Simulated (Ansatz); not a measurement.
Gas-phase electronic energies from Ansatz, PBE0-D4/def2-TZVP geometries. CCSD(T)/CBS is the MP2 limit (def2-TZVPP, def2-QZVPP) plus CCSD(T) − MP2 in def2-TZVPP, frozen cores. This one scheme is used for every species. Functionals use def2-TZVPP. def2 core potentials past Kr. For Sn outer-core shells are correlated without core-valence functions, which leaves a few kJ/mol of doubt a bond. Each species was taken in one conformer, which may not be the lowest.

Reaction (redistribution): `S[Si]S` + `C[SiH2][SnH2][F]` → `F[Si]S` + `C[SiH2][SnH2][SH]`

`S[Si]S`:

```xyz
5

S     1.270    0.114    0.317
Si   -0.252    0.036   -1.186
S    -1.946   -0.205    0.108
H     2.281    0.263   -0.556
H    -1.354   -0.207    1.317
```

`C[SiH2][SnH2][F]`:

```xyz
11

C     0.681   -1.014    1.294
Si    0.209   -0.852   -0.509
Sn   -0.671    1.520   -0.946
F    -1.812    1.835    0.591
H    -0.169   -0.762    1.931
H     0.994   -2.036    1.519
H     1.504   -0.340    1.542
H    -0.867   -1.810   -0.880
H     1.371   -1.092   -1.408
H     0.470    2.791   -0.854
H    -1.710    1.760   -2.281
```

`F[Si]S`:

```xyz
4

F    -1.212   -0.359   -0.932
Si   -0.228    0.920   -0.845
S     1.032    0.308    0.792
H     0.409   -0.869    0.985
```

`C[SiH2][SnH2][SH]`:

Cartesian coordinates in Å:
```
C -0.131 -1.151 1.535
Si -0.125 -1.126 -0.337
Sn 0.758 1.138 -1.155
S -0.566 2.825 -0.026
H -0.691 -0.296 1.922
H -0.592 -2.067 1.909
H 0.887 -1.094 1.926
H -1.506 -1.275 -0.875
H 0.706 -2.229 -0.895
H 2.348 1.502 -0.646
H 0.642 1.402 -2.841
H -1.730 2.369 -0.517
```

(1) Is it downhill or uphill in electronic energy at CCSD(T)/CBS, and by how much? (Best estimate.)

(2) What do these levels give: PBE-D4, r2SCAN-D4, B2PLYP, HF/def2-TZVPP, MP2/def2-TZVPP, SCS-MP2/def2-TZVPP, CCSD/def2-TZVPP, HF/def2-QZVPP, MP2/def2-QZVPP, SCS-MP2/def2-QZVPP, MP2/CBS(def2), CCSD/CBS(def2)? (An estimate is asked.)

Largest T1 diagnostic among the species: 0.015.

Answers

(1) Ansatz gave: Downhill: ΔE = -65.7 kJ/mol.

(2) Ansatz gave: PBE-D4 -53.4, r2SCAN-D4 -56.7, B2PLYP -64.4, HF/def2-TZVPP -71.6, MP2/def2-TZVPP -70.8, SCS-MP2/def2-TZVPP -69.3, CCSD/def2-TZVPP -71.9, HF/def2-QZVPP -71.0, MP2/def2-QZVPP -68.4, SCS-MP2/def2-QZVPP -67.0, MP2/CBS(def2) -67.0, CCSD/CBS(def2) -68.0 kJ/mol.

From PBE to PBE0 (25 % exact exchange), in def2-TZVPP and without D4, ΔE moves by −6.2 kJ/mol.
